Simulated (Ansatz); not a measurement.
`[CH3][Sn][SH]` + H–F → `[CH3][Sn][F]` + H₂S at 700 K and 1 bar (ligand exchange at the Sn–S bond).

Isolated molecules relaxed with PBE0-D4/def2-TZVP in Ansatz; ΔE leaves out vibrations. CCSD(T)/CBS adds triple-zeta CCSD(T) − MP2 to the extrapolated MP2 energy (def2 sets, frozen cores). This one scheme is used for every species. Elements past krypton have def2 core potentials. For Sn outer-core shells are correlated without core-valence functions, which leaves a few kJ/mol of doubt a bond. Each species was taken in one conformer, which may not be the lowest.

```tsv
species	CCSD(T)/CBS energy (Eh)	H − E (kJ/mol)	S (J/(mol·K))
`[CH3][Sn][SH]`	-652.29098	173.0	409.4
H–F	-100.39570	45.2	198.5
`[CH3][Sn][F]`	-353.71142	144.2	384.8
H₂S	-398.97279	64.8	236.9
```

H − E and S are ideal-gas, rigid-rotor, harmonic terms from PBE0-D4/def2-TZVP, for one conformer and one mirror image of each species. 1 Eh = 2625.50 kJ/mol, R = 8.31446 J/(mol·K).

Task: By hand: ΔE, ΔH, ΔS and ΔG.

Result: ΔE = (-353.71142) + (-398.97279) − (-652.29098) − (-100.39570) = 0.00247 Eh = 6.5 kJ/mol. Δ(H − E) = 144.2 + 64.8 − 173.0 − 45.2 = -9.2, so ΔH = -2.7 kJ/mol. ΔS = 384.8 + 236.9 − 409.4 − 198.5 = 13.8 J/(mol·K). ΔG = -2.7 − 700 × (13.8)/1000 = -12.4 kJ/mol.

Task: By hand: the equilibrium constant, and the temperature at which ΔG would vanish if ΔH and ΔS stayed fixed.

Result: log₁₀ K = −ΔG/(RT ln 10) = 0.9. ΔH and −TΔS have one sign here, so there is no such temperature.

TΔS isn't small against ΔH here. A doubt of 5 kJ/mol in ΔE shifts log₁₀ K by 0.4 here. Other conformers and mirror images would add mixing entropy, several J/(mol·K) or more a flexible species. Modes under 60 cm⁻¹, often nearly free rotors, make the harmonic entropy too high. These are equilibria of isolated gas molecules and say nothing of rates. Largest T1 diagnostic: 0.015 (customary marks: 0.02 for closed shells, 0.045 for open ones).
